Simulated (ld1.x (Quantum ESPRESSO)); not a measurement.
**Ta (Z = 73): excitation energies, all-electron against TM**

tantalum (Ta), norm-conserving Troullier–Martins (Kleinman–Bylander form), made with ld1.x (Quantum ESPRESSO) 7.5 (PBEsol, fully relativistic). Core [Xe] 4f14, reference 5d3.5 6s1.5 6p0. Waves: 6s (bound): rc 4.46 bohr; 6p (bound, empty): rc 2.70 bohr; 5d (bound): rc 1.70 bohr. Local part: all-electron potential smoothed inside 2.65 bohr (lloc = -1). Core correction: Bessel-smoothed model core inside 1.35 bohr.

Open shells are filled in proportion to 2j + 1 (rel_dist='average').

Energies are relative to the spin-unpolarised reference configuration 5d3.5 6s1.5 6p0; without spin polarisation the order of configurations can differ from experiment.

```tsv
valence configuration	charge	ΔE all-electron (eV)	error AE − PS (meV)
5d3 6s2 6p0	0	-0.987	+14
5d3 6s1 6p0	+1	7.522	+17
5d3 6s0 6p0	+2	22.500	-190
5d3 6s0 6p2	0	7.604	-129
5d3 6s0 6p1	+1	12.603	-111
5d4 6s1 6p0	0	1.105	+7.8
5d2 6s2 6p1	0	2.008	+196
```
